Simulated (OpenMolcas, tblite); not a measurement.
# C2H6Zn (dimethylzinc): methods side by side

C2H6Zn has 9 atoms, charge 0, and is taken as a singlet. SMILES: `[CH3][Zn][CH3]`. Geometry: relaxed at PBE0-D4/def2-TZVP.

```xyz
9

C    -0.9343    1.3006   -1.0870
Zn    0.0101   -0.0050   -0.0020
C     0.9540   -1.3108    1.0832
H    -1.8069    0.8537   -1.5710
H    -0.2877    1.7032   -1.8714
H    -1.2834    2.1397   -0.4793
H     0.4673   -2.2887    1.0356
H     1.9855   -1.4349    0.7426
H     0.9839   -1.0040    2.1322
```

Each level gives the vertical ionisation energy (to the doublet cation) (eV). The values are calculated.

| level | kind | program | value (eV) |
| --- | --- | --- | --- |
| IPEA1-xTB | semi-empirical | tblite | 13.23 |
| HF/cc-pVDZ | Hartree–Fock | OpenMolcas | 8.35 |
| SVWN5/cc-pVDZ | LDA | OpenMolcas | 9.35 |
| PBE/cc-pVDZ | GGA | OpenMolcas | 9.10 |
| revPBE/cc-pVDZ | GGA | OpenMolcas | 9.02 |
| r2SCAN/cc-pVDZ | meta-GGA | OpenMolcas | 9.13 |
| PBE0/cc-pVDZ | global hybrid | OpenMolcas | 9.21 |

The values span 8.35 to 13.23 eV. The xTB values lack the empirical shift that such differences need. Spin contamination of the reference (⟨S²⟩ at least 0.1 too high) touches HF/cc-pVDZ.
